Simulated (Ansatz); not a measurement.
Cost and result up the ladder for Ge(OMe)2H2 (C2H8GeO2) (13 atoms). The state is a singlet with charge 0. Geometry: PBE-D4/def2-SVP.

```xyz
13

C    -1.669   -0.723   -1.115
C     2.050   -0.195    0.558
Ge   -0.432    1.043    0.632
O    -0.997    0.518   -0.992
O     0.819   -0.092    1.250
H    -2.553   -0.806   -0.437
H    -1.003   -1.593   -0.906
H    -2.037   -0.818   -2.159
H     2.558    0.791    0.431
H     1.935   -0.647   -0.455
H     2.727   -0.848    1.148
H    -1.569    0.926    1.676
H     0.172    2.445    0.369
```

Ansatz on 4 threads of Arm Neoverse V1 on a shared host. Times are rough, and most runs start from the orbitals of an earlier one. ωB97M-V/def2-TZVP serves as the yardstick here, not as an exact answer. Differences are given only for rows in sets of like size (and for xTB, whose basis is part of the method), since another set adds its own error. Binding counts from free atoms at the same level (C triplet, Ge triplet, O triplet, H doublet; other spins of the atoms weren't run), without zero-point energy or a counterpoise term.

B3LYP takes the VWN-RPA correlation. Correlated methods freeze 13 core orbitals; core or outer-core shells of Ge are correlated, in sets that lack core-valence functions. The rows differ in basis, and correlated rows in double-zeta sets carry the largest basis error. Another isomer (singlet) lies 1.93 eV lower at PBE0-D4/def2-TZVP; other spin states weren't run for this one.

Correlated methods converge slowly with the basis, most of all in double-zeta sets.

```csv
level,functions,wall time
HF/STO-3G,46,0.2 s
PBE-D4/def2-SVP,128,1.2 s
PBE0-D4/def2-SVP,128,1.7 s
PBE-D4/def2-TZVP (with forces),220,2.6 s
MP2/def2-TZVP,220,3.1 s
B3LYP-D4/def2-TZVP,220,3.3 s
PBE0-D4/def2-TZVP,220,3.9 s
r2SCAN-D4/def2-TZVP,220,4.2 s
ωB97X-V/def2-TZVP,220,8.5 s
ωB97M-V/def2-TZVP,220,10 s
CCSD(T)/def2-SVP,128,19 s
```

(1) Estimate what each level gives for the binding energy per atom (eV).

Results:

(1) 
```
                         level  binding energy per atom (eV)  difference from ωB97M-V/def2-TZVP (eV)
                     HF/STO-3G                          3.26                                       –
               PBE-D4/def2-SVP                          3.77                                       –
              PBE0-D4/def2-SVP                          3.69                                       –
PBE-D4/def2-TZVP (with forces)                          3.75                                    0.06
                 MP2/def2-TZVP                          3.62                                   -0.07
            B3LYP-D4/def2-TZVP                          3.68                                    0.00
             PBE0-D4/def2-TZVP                          3.67                                   -0.01
           r2SCAN-D4/def2-TZVP                          3.70                                    0.01
             ωB97X-V/def2-TZVP                          3.71                                    0.02
             ωB97M-V/def2-TZVP                          3.69                                    0.00
              CCSD(T)/def2-SVP                          3.51                                       –
```
